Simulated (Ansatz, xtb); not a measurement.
**BH9Si3: which of two isomers lies lower**

Structure I: `B[SiH]([SiH3])[SiH3]`, a singlet. Structure II: `[SiH3]B[SiH2][SiH3]`, a singlet. Both are isolated molecules in the gas phase, relaxed with PBE0-D4/def2-SVP; the shapes shown needn't be the lowest conformers.

I (Å):

```xyz
13

B     0.2142   -0.2784    2.1560
Si    1.9557   -1.1233    1.6748
Si    1.5781   -3.4031    1.2305
Si    2.6562   -0.2582   -0.3984
H    -0.7044   -0.3664    1.3744
H     0.0296    0.3178    3.1898
H     3.0590   -0.9821    2.6786
H     0.5653   -3.5205    0.1367
H     1.0682   -4.1231    2.4380
H     2.8495   -4.0537    0.7866
H     2.8957    1.2163   -0.3278
H     1.5940   -0.5251   -1.4167
H     3.9216   -0.9286   -0.8297
```

II (Å):

```xyz
13

B     0.1901    0.2882   -0.4083
Si    0.5818    0.4180    1.5609
Si    1.5491    0.8098   -1.7547
Si    2.7448   -1.2329   -1.8485
H     2.0302    0.6401    1.8663
H     0.1086   -0.7691    2.3415
H    -0.1764    1.6191    2.0514
H    -0.8534   -0.2028   -0.7732
H     1.0765    1.1301   -3.1379
H     2.5284    1.8475   -1.3011
H     3.8990   -1.1013   -2.7900
H     3.2626   -1.5818   -0.4897
H     1.8551   -2.3374   -2.3207
```

**Question.** Estimate which is lower in electronic energy at CCSD(T)/def2-SVP + ΔMP2/def2-TZVPP, and by roughly how much.

**Answer.** The CCSD(T)/def2-SVP + ΔMP2/def2-TZVPP calculation puts structure I lower, by 4.9 kcal/mol.

The same difference at several levels:

```json
{"level": "GFN2-xTB", "geometry": "GFN2-xTB", "E(II) − E(I) (kcal/mol)": "+0.5", "departure from the last row (kcal/mol)": "−4.4", "job, with rough time for the two": "optimisation, 0.33 s"}
{"level": "HF/STO-3G", "geometry": "GFN2-xTB", "E(II) − E(I) (kcal/mol)": "+8.9", "departure from the last row (kcal/mol)": "+4.0", "job, with rough time for the two": "single point, 0.38 s"}
{"level": "r2SCAN-D4/def2-SVP", "geometry": "GFN2-xTB", "E(II) − E(I) (kcal/mol)": "+4.8", "departure from the last row (kcal/mol)": "−0.1", "job, with rough time for the two": "single point, 4.8 s"}
{"level": "PBE0-D4/def2-SVP", "geometry": "PBE0-D4/def2-SVP", "E(II) − E(I) (kcal/mol)": "+5.1", "departure from the last row (kcal/mol)": "+0.2", "job, with rough time for the two": "optimisation, 1.9 min"}
{"level": "HF/def2-SVP", "geometry": "PBE0-D4/def2-SVP", "E(II) − E(I) (kcal/mol)": "+5.5", "departure from the last row (kcal/mol)": "+0.6", "job, with rough time for the two": "part of the CCSD(T) run"}
{"level": "MP2/def2-SVP", "geometry": "PBE0-D4/def2-SVP", "E(II) − E(I) (kcal/mol)": "+5.5", "departure from the last row (kcal/mol)": "+0.6", "job, with rough time for the two": "part of the CCSD(T) run"}
{"level": "CCSD(T)/def2-SVP", "geometry": "PBE0-D4/def2-SVP", "E(II) − E(I) (kcal/mol)": "+4.7", "departure from the last row (kcal/mol)": "−0.2", "job, with rough time for the two": "single point"}
{"level": "CCSD(T)/def2-SVP + ΔMP2/def2-TZVPP", "geometry": "PBE0-D4/def2-SVP", "E(II) − E(I) (kcal/mol)": "+4.9", "departure from the last row (kcal/mol)": "", "job, with rough time for the two": "single point, 31 s"}
```

As drawn, II has 1 B–Si, 1 Si–H in place of 1 Si–Si, 1 B–H.

GFN2-xTB finds them nearly level. The largest departure from CCSD(T)/def2-SVP + ΔMP2/def2-TZVPP is that of GFN2-xTB, 4.4 kcal/mol. A small imaginary or near-zero mode remains, so no thermal terms are given. The last row adds to CCSD(T) the change of the MP2 difference between the two basis sets, here +0.2 kcal/mol.

The correlated steps freeze 16 core orbitals. Programs: Ansatz 0.2.0, xtb 6.7.1; the last row on 2 threads of Arm Neoverse V1 on a shared host.
